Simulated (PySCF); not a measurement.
# Magnetic susceptibility: `FC(F)[C@@H]1[C@H]2C=CC[C@H]21`, C$_{7}$H$_{8}$F$_{2}$

Cartesian coordinates in Å; atom numbers follow the order of the lines, from 1:
```xyz
17

F     2.4023   -1.9715    0.7390
C     2.2155   -0.7103    0.2603
F     2.7048    0.1229    1.2105
C     0.7592   -0.4539   -0.0172
C     0.2368    0.9619    0.0596
C    -1.0002    1.1883   -0.7223
C    -1.9990    0.4457   -0.2632
C    -1.6104   -0.3593    0.9449
C    -0.1369   -0.0464    1.1176
H     2.8553   -0.6053   -0.6319
H     0.3606   -1.1079   -0.7830
H     0.9365    1.7681    0.2193
H    -1.0360    1.8705   -1.5526
H    -2.9947    0.3990   -0.6682
H    -2.1866   -0.0491    1.8200
H    -1.7916   -1.4256    0.7934
H     0.2773   -0.0150    2.1134
```

The calculation used PySCF, GIAO CAM-B3LYP/pcSseg-1 magnetisability, rotational g tensor and spin-rotation constants, non-relativistic, gas phase. Geometry: GFN2-xTB.

What are the magnetisability and the molar susceptibility?

Isotropic -1328 × 10⁻³⁰ J/T², or -80.0 × 10⁻⁶ cm³/mol; principal values -1427, -1355, -1201 × 10⁻³⁰ J/T², anisotropy 200 × 10⁻³⁰ J/T² (root of half the summed squared differences of the principal values). The susceptibility is in cgs units.

Split it along the inertial axes a, b, c into diamagnetic and paramagnetic parts about the centre of mass, with the quadrupole moment.


| axis | χ (10⁻⁶ cm³/mol) | diamagnetic (10⁻⁶ cm³/mol) | paramagnetic (10⁻⁶ cm³/mol) | summed x² of all electrons (Å²) | quadrupole Θ (D Å) |
| --- | --- | --- | --- | --- | --- |
| a | -81.7 | -414.0 | 332.3 | 244.7 | -3.88 |
| b | -75.8 | -1196.4 | 1120.6 | 60.3 | +1.77 |
| c | -82.4 | -1294.1 | 1211.7 | 37.3 | +2.12 |

Anisotropies 2χaa − χbb − χcc = -5.1 and 2χbb − χaa − χcc = +12.5 × 10⁻⁶ cm³/mol. Θ is traceless in Buckingham's convention.

And the rotational g tensor?


```csv
axis,rotational constant (GHz),g,nuclear part,electronic part
a,3.8926,-0.0175,0.5903,-0.6077
b,1.0379,-0.0091,0.5373,-0.5464
c,0.9541,-0.0055,0.5376,-0.5431
```
Asymmetric top; isotopes 12C, 19F, 1H; no vibrational averaging.
